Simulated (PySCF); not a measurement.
Excitation energy of Sn⁺ by level of theory

Sn⁺ [Kr] 4d10 5s2 5p1 (2P) → Sn⁺ [Kr] 4d10 5s1 5p2 (4P), as a difference of total energies. Computed with PySCF 2.14 in aug-cc-pVQZ-DK3, with the spin-free X2C one-electron Hamiltonian (Gaussian nucleus). Correlated levels: valence: [Kr] 4d10 frozen. The calculations carry no spin-orbit coupling.

```json
{"method": "UHF", "excitation energy (eV)": "4.214", "error (eV)": "-1.539"}
{"method": "MP2 (valence)", "excitation energy (eV)": "4.939", "error (eV)": "-0.814"}
{"method": "SCS-MP2 (valence)", "excitation energy (eV)": "5.210", "error (eV)": "-0.543"}
{"method": "CCSD (valence)", "excitation energy (eV)": "5.145", "error (eV)": "-0.608"}
{"method": "CCSD(T) (valence)", "excitation energy (eV)": "5.162", "error (eV)": "-0.591"}
```

Reference: 5.753 eV (measured; NIST levels, between the centres of gravity of the two terms).

Errors of the correlated levels include the incompleteness of this basis and the frozen core.
